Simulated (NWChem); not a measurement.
# C₂H₃B; SMILES BC#C

Results from NWChem. Structure relaxed at the PBE0/def2-SVP level. Level: PBE0/def2-SVPD; rows give the wavelength of the field.

```tsv
field	isotropic polarisability (bohr³)	anisotropy (bohr³)
static	___	___
1065 nm	39.2	31.3
589 nm	40.4	33.2
```

**Question.** What belongs in the gaps?

**Answer.** 
- static, isotropic polarisability (bohr³): 38.7
- static, anisotropy (bohr³): 30.6
